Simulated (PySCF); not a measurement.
# Electron affinity of Ca by level of theory

Ca⁻ [Ar] 3d1 4s2 (2D) → Ca [Ar] 4s2 (1S), as a difference of total energies. Calculation: PySCF 2.14, in aug-cc-pwCVTZ-X2C; the spin-free X2C one-electron Hamiltonian (Gaussian nucleus). Correlated levels: valence: [Ar] frozen. The calculations carry no spin-orbit coupling.

| method | electron affinity (eV) |
| --- | --- |
| UHF | -1.274 |
| MP2 (valence) | -1.173 |
| SCS-MP2 (valence) | -1.186 |
| CCSD (valence) | -1.080 |
| CCSD(T) (valence) | -1.026 |

The configuration of this anion was assumed by filling the next shell in order. It is not the known or likely ground configuration (Ca⁻, Sr⁻ and Ba⁻, for instance, bind a p electron), so these values are not the electron affinity of the element.

A negative affinity means that the anion lies above the atom at that level of theory.

The coupled-cluster amplitudes are large for Ca⁻ (T1 above 0.03 or a double amplitude above 0.15), so a single reference is strained.
